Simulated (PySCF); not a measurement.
Bond stretch in ZnH, doublet.

- UKS-PBE = unrestricted PBE/def2-TZVP (PySCF)
- UKS-TPSSh = PySCF 2.14.0 with unrestricted TPSSh/def2-TZVP
- UCCSD(T) = CCSD(T) on UHF/def2-TZVP, 5 core orbitals frozen run with PySCF

Energies relative to the lowest point of each curve near equilibrium, in kJ/mol; the last columns give the difference from UCCSD(T):

```json
[
 {"R / Å": "1.21", "UKS-PBE": "141.8", "UKS-TPSSh": "141.4", "UCCSD(T)": "136.9", "UKS-PBE − UCCSD(T)": "4.9", "UKS-TPSSh − UCCSD(T)": "4.5"},
 {"R / Å": "1.31", "UKS-PBE": "67.7", "UKS-TPSSh": "66.4", "UCCSD(T)": "63.2", "UKS-PBE − UCCSD(T)": "4.5", "UKS-TPSSh − UCCSD(T)": "3.2"},
 {"R / Å": "1.38", "UKS-PBE": "36.2", "UKS-TPSSh": "34.7", "UCCSD(T)": "32.4", "UKS-PBE − UCCSD(T)": "3.8", "UKS-TPSSh − UCCSD(T)": "2.4"},
 {"R / Å": "1.45", "UKS-PBE": "16.4", "UKS-TPSSh": "15.1", "UCCSD(T)": "13.6", "UKS-PBE − UCCSD(T)": "2.8", "UKS-TPSSh − UCCSD(T)": "1.5"},
 {"R / Å": "1.53", "UKS-PBE": "4.3", "UKS-TPSSh": "3.5", "UCCSD(T)": "2.8", "UKS-PBE − UCCSD(T)": "1.5", "UKS-TPSSh − UCCSD(T)": "0.7"},
 {"R / Å": "1.58", "UKS-PBE": "0.9", "UKS-TPSSh": "0.5", "UCCSD(T)": "0.2", "UKS-PBE − UCCSD(T)": "0.7", "UKS-TPSSh − UCCSD(T)": "0.3"},
 {"R / Å": "1.62", "UKS-PBE": "0.0", "UKS-TPSSh": "0.0", "UCCSD(T)": "0.0", "UKS-PBE − UCCSD(T)": "0.0", "UKS-TPSSh − UCCSD(T)": "0.0"},
 {"R / Å": "1.66", "UKS-PBE": "0.4", "UKS-TPSSh": "0.8", "UCCSD(T)": "1.1", "UKS-PBE − UCCSD(T)": "-0.7", "UKS-TPSSh − UCCSD(T)": "-0.2"},
 {"R / Å": "1.72", "UKS-PBE": "2.8", "UKS-TPSSh": "4.0", "UCCSD(T)": "4.5", "UKS-PBE − UCCSD(T)": "-1.7", "UKS-TPSSh − UCCSD(T)": "-0.5"},
 {"R / Å": "1.78", "UKS-PBE": "7.0", "UKS-TPSSh": "9.0", "UCCSD(T)": "9.7", "UKS-PBE − UCCSD(T)": "-2.8", "UKS-TPSSh − UCCSD(T)": "-0.7"},
 {"R / Å": "1.86", "UKS-PBE": "14.3", "UKS-TPSSh": "17.5", "UCCSD(T)": "18.4", "UKS-PBE − UCCSD(T)": "-4.1", "UKS-TPSSh − UCCSD(T)": "-0.9"},
 {"R / Å": "1.99", "UKS-PBE": "28.5", "UKS-TPSSh": "33.3", "UCCSD(T)": "34.4", "UKS-PBE − UCCSD(T)": "-5.9", "UKS-TPSSh − UCCSD(T)": "-1.1"},
 {"R / Å": "2.20", "UKS-PBE": "51.0", "UKS-TPSSh": "57.4", "UCCSD(T)": "58.3", "UKS-PBE − UCCSD(T)": "-7.3", "UKS-TPSSh − UCCSD(T)": "-0.9"},
 {"R / Å": "2.43", "UKS-PBE": "70.1", "UKS-TPSSh": "77.3", "UCCSD(T)": "75.7", "UKS-PBE − UCCSD(T)": "-5.5", "UKS-TPSSh − UCCSD(T)": "1.7"},
 {"R / Å": "2.67", "UKS-PBE": "82.4", "UKS-TPSSh": "91.5", "UCCSD(T)": "84.0", "UKS-PBE − UCCSD(T)": "-1.6", "UKS-TPSSh − UCCSD(T)": "7.5"},
 {"R / Å": "2.88", "UKS-PBE": "88.0", "UKS-TPSSh": "100.2", "UCCSD(T)": "86.5", "UKS-PBE − UCCSD(T)": "1.5", "UKS-TPSSh − UCCSD(T)": "13.7"},
 {"R / Å": "3.20", "UKS-PBE": "91.3", "UKS-TPSSh": "108.8", "UCCSD(T)": "87.1", "UKS-PBE − UCCSD(T)": "4.3", "UKS-TPSSh − UCCSD(T)": "21.8"},
 {"R / Å": "3.52", "UKS-PBE": "92.2", "UKS-TPSSh": "114.0", "UCCSD(T)": "86.7", "UKS-PBE − UCCSD(T)": "5.5", "UKS-TPSSh − UCCSD(T)": "27.3"},
 {"R / Å": "3.97", "UKS-PBE": "92.5", "UKS-TPSSh": "118.1", "UCCSD(T)": "86.4", "UKS-PBE − UCCSD(T)": "6.2", "UKS-TPSSh − UCCSD(T)": "31.8"},
 {"R / Å": "4.41", "UKS-PBE": "92.7", "UKS-TPSSh": "120.1", "UCCSD(T)": "86.2", "UKS-PBE − UCCSD(T)": "6.4", "UKS-TPSSh − UCCSD(T)": "33.9"},
 {"R / Å": "4.88", "UKS-PBE": "92.8", "UKS-TPSSh": "120.2", "UCCSD(T)": "86.2", "UKS-PBE − UCCSD(T)": "6.6", "UKS-TPSSh − UCCSD(T)": "34.0"},
 {"R / Å": "5.70", "UKS-PBE": "93.0", "UKS-TPSSh": "120.3", "UCCSD(T)": "86.3", "UKS-PBE − UCCSD(T)": "6.7", "UKS-TPSSh − UCCSD(T)": "34.0"},
 {"R / Å": "6.40", "UKS-PBE": "93.0", "UKS-TPSSh": "120.3", "UCCSD(T)": "86.3", "UKS-PBE − UCCSD(T)": "6.8", "UKS-TPSSh − UCCSD(T)": "34.1"}
]
```

UKS-PBE is furthest from UCCSD(T) at 2.20 (-7.3 kJ/mol, below); its mean absolute difference over the points is 4.0 kJ/mol.

UKS-TPSSh is furthest from UCCSD(T) at 6.40 (34.1 kJ/mol, above); its mean absolute difference over the points is 11.2 kJ/mol.

The unrestricted determinant behind UCCSD(T) is spin-contaminated at 2.20 to 2.43 Å (<S²> up to 0.9, against 0.75 for a pure doublet).
